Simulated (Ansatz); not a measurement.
AlBH6InPSi. Total charge 0; spin multiplicity 1. In takes the def2 core potential. The bonds changed during the relaxation, so this is another structure than the one it started from.

Cartesian coordinates in Å:
```
Al 1.0049 -1.2171 0.3538
Si 0.6080 1.3320 -0.6803
B -0.7308 0.0075 -0.4774
P -1.2065 -0.7200 1.2330
In -1.9628 1.9379 0.9780
H 1.2351 -2.5479 -0.4721
H 2.0428 -0.5963 1.3809
H 1.0279 1.8208 -2.0138
H -1.2071 -0.3567 -1.5116
H -2.1423 -1.6872 0.7925
H 1.3308 2.0270 0.4171
```

**Question.** List the harmonic frequencies (cm⁻¹, unscaled) at PBE0-D4/def2-TZVP in Ansatz. (Estimate.)

**Answer.** Ansatz gave: 64, 108, 157, 161, 190, 283, 354, 374, 389, 420, 464, 481, 519, 596, 627, 722, 740, 749, 765, 918, 972, 1910, 1931, 2223, 2258, 2423, 2622.

**Question.** Is this a minimum?

**Answer.** Yes, all 27 modes are real.

**Question.** Give the ideal-gas thermochemistry at 298.15 K and 1 bar (rigid rotor, harmonic oscillator; point group C1, symmetry number 1).

**Answer.** Zero-point energy 140.1 kJ/mol; H(298) − E = 167.3 kJ/mol; entropy 404.8 J/(mol·K), of which translation 176.0, rotation 124.9, vibration 103.9; G(298) − E = 46.6 kJ/mol. Modes under 100 cm⁻¹ are hindered rotations or soft bends, so the harmonic entropy is rough.

**Question.** And at 400, 500, 600, 800 and 1000 K?

**Answer.** 
```csv
T (K),H − E (kJ/mol),S (J/mol/K),G − E (kJ/mol)
400,183.4,451.0,3.0
500,200.9,490.1,-44.1
600,219.7,524.4,-94.9
800,260.2,582.5,-205.8
1000,303.6,630.8,-327.2
```
